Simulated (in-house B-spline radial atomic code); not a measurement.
Configurations of Ag VIII (Ag7+), with energies counted from [Kr] 4d4. Method: Dirac-Hartree-Fock, average of configuration, Fermi nucleus of rms radius 4.5454 fm. Calculated with a B-spline radial code for spherical atoms. Energies include first-order Breit, QED and recoil terms.

Occupations are held fixed; configurations that lie above the ionisation limit could autoionise.

```json
{"configuration": "[Kr] 4d3 6p1", "E - E(ref) (eV)": "78.349", "highest orbital": "6p3/2", "its <r> (bohr)": "3.581"}
{"configuration": "[Kr] 4d3 5g1", "E - E(ref) (eV)": "88.28", "highest orbital": "5g7/2", "its <r> (bohr)": "3.379"}
{"configuration": "[Kr] 4d3 6f1", "E - E(ref) (eV)": "95.67", "highest orbital": "6f7/2", "its <r> (bohr)": "5.111"}
{"configuration": "[Kr] 4d3 8s1", "E - E(ref) (eV)": "100.55", "highest orbital": "8s1/2", "its <r> (bohr)": "7.193"}
{"configuration": "[Kr] 4d3 8p1", "E - E(ref) (eV)": "102.24", "highest orbital": "8p3/2", "its <r> (bohr)": "7.673"}
{"configuration": "[Kr] 4d3 7f1", "E - E(ref) (eV)": "103.39", "highest orbital": "7f7/2", "its <r> (bohr)": "7.403"}
{"configuration": "[Ar] 3d10 4s2 4p5 4d4 8f1", "E - E(ref) (eV)": "169.89", "highest orbital": "8f7/2", "its <r> (bohr)": "10.04"}
```

Question: Order these further configurations by energy, lowest first.
A. [Kr] 4d3 8g1
B. [Kr] 4d3 5p1
C. [Kr] 4d3 5s1
D. [Ar] 3d10 4s2 4p5 4d4 8g1
E. [Ar] 3d10 4s2 4p5 4d5

Answer: C (34.189 eV), B (46.247 eV), E (61.382 eV), A (109.62 eV), D (171.26 eV).

Question: How far above the reference does [Ar] 3d10 4s2 4p5 4d4 5f1 lie?

Answer: 143.93 eV; its least bound orbital is 5f7/2 with <r> = 3.17 bohr.

Question: How far above the reference does [Kr] 4d3 8f1 lie?

Answer: 108.28 eV; its least bound orbital is 8f7/2 with <r> = 10.07 bohr.

Question: How far above the reference does [Kr] 4d3 7g1 lie?

Answer: 105.41 eV; its least bound orbital is 7g7/2 with <r> = 7.82 bohr.
